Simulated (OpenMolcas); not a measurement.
## OpenMolcas timings: CH4BFO2 (SMILES COB(O)F)

CH4BFO2 has 9 atoms, charge 0, and is taken as a singlet. As SMILES, `COB(O)F`. The coordinates come from a PBE0-D4/def2-TZVP relaxation. This is one conformer, not always the lowest.

```xyz
9

C    -0.6493    0.4913   -1.0859
O    -0.4870    0.6896    0.3046
B     0.3204   -0.0851    1.0495
O     1.0404   -1.1143    0.5247
F     0.4015    0.1877    2.3553
H    -1.7015    0.2852   -1.2914
H    -0.0407   -0.3377   -1.4512
H    -0.3631    1.4070   -1.6066
H     1.5677   -1.5701    1.1840
```

Program: OpenMolcas 26.06. Hardware: 1 thread of Arm Neoverse V1, shared host, so times are rough. Two-electron integrals are exact unless an approximation is named.

Problem. Estimate their order by wall time, quickest first.
A. gradient at HF/STO-3G
B. energy at CCSD(T)/def2-SVP, 5 core orbitals frozen
C. gradient at SVWN5/def2-SVP, grid UltraFine

Solution. A (2.1 s), C (31 s), B (2.1 min).
